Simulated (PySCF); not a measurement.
## TDDFT excited states: C3H7GaN2O

Species: C3H7GaN2O.
SMILES: `CC#[N+][GaH2-][NH]C=O`

Level of theory: TDDFT CAM-B3LYP/def2-SVPD, vertical, gas phase, core orbitals frozen in the response in PySCF 2.14.0, density-fitted response routines. One conformer (not necessarily the lowest) at the PBE0-D3(BJ)/def2-SVP geometry, without solvent, vibrations or thermal averaging. Relativistic effects, spin–orbit coupling among them, are left out although an element past zinc is present. Torsions of this conformer, `[CH3:1][C:2]#[N+:3][GaH2-:4][NH:5][CH:6]=[O:7]`: N3–Ga4–N5–C6 180°, Ga4–N5–C6–O7 0°.

| state | E (eV) | ν̃ (cm⁻¹) | f | main configurations (H = HOMO, L = LUMO) |
| --- | --- | --- | --- | --- |
| S1 | 6.31 | 50920 | 0.0002 | H-1→L+4 (87%) |
| S2 | 6.76 | 54520 | 0.0029 | H→L+1 (45%), H→L+3 (20%), H→L (18%) |
| S3 | 6.90 | 55640 | 0.029 | H→L+4 (55%), H→L+2 (26%) |
| S4 | 6.97 | 56210 | 0.0040 | H-2→L+1 (27%), H→L+1 (24%), H→L (20%) |
| S5 | 7.14 | 57630 | 0.050 | H→L (30%), H→L+5 (24%), H-2→L (20%) |
| S6 | 7.16 | 57790 | 0.065 | H→L+2 (47%), H-2→L+2 (22%), H→L+4 (17%) |
| S7 | 7.41 | 59800 | 0.0002 | H-2→L+1 (40%), H→L+1 (26%), H→L+5 (10%) |
| S8 | 7.50 | 60510 | 0.049 | H-1→L+1 (39%), H-1→L (26%), H-1→L+3 (12%) |
| S9 | 7.55 | 60890 | 0.015 | H-2→L (53%), H→L (15%) |
| S10 | 7.57 | 61090 | 0.013 | H-1→L+2 (48%), H-6→L+2 (18%), H-3→L+2 (8%) |

Triplets (Tamm–Dancoff): T1 5.03 eV, H→L+4 (75%), H-2→L+4 (19%); T2 5.91 eV, H-1→L+4 (86%); T3 6.28 eV, H-5→L+2 (38%), H-6→L+1 (28%), H-2→L+2 (10%); T4 6.57 eV, H→L+1 (43%), H-2→L+1 (13%), H→L+3 (11%).

The lowest singlet comes at 196 nm (609 kJ/mol) in the vacuum ultraviolet; it is dark (f under 0.0005); its leading configuration is HOMO-1→LUMO+4 (87%). The most intense listed level is S6 at 7.16 eV (173 nm, f = 0.065), 0.85 eV above S1. Löwdin shares by element: HOMO nitrogen 37% or more, oxygen 23%, gallium 12%, carbon 9% or more (atoms not listed hold the other 18%); LUMO carbon 57% or more, gallium 10%, hydrogen 10% or more (atoms not listed hold the other 23%). The listed states span 1.26 eV, and the widest gap between neighbours is 0.45 eV (S1 to S2). Of the 10 states listed, 6 reach f = 0.01 and 2 stay under 0.0005. Orbital energies (eV): HOMO-3 -10.37, HOMO-2 -9.03, HOMO-1 -8.98, HOMO -8.50, LUMO 0.43, LUMO+1 0.87, LUMO+2 0.97. All these states lie below the vertical ionisation energy of 9.29 eV (ΔSCF). The window holds the lowest 10 singlets.
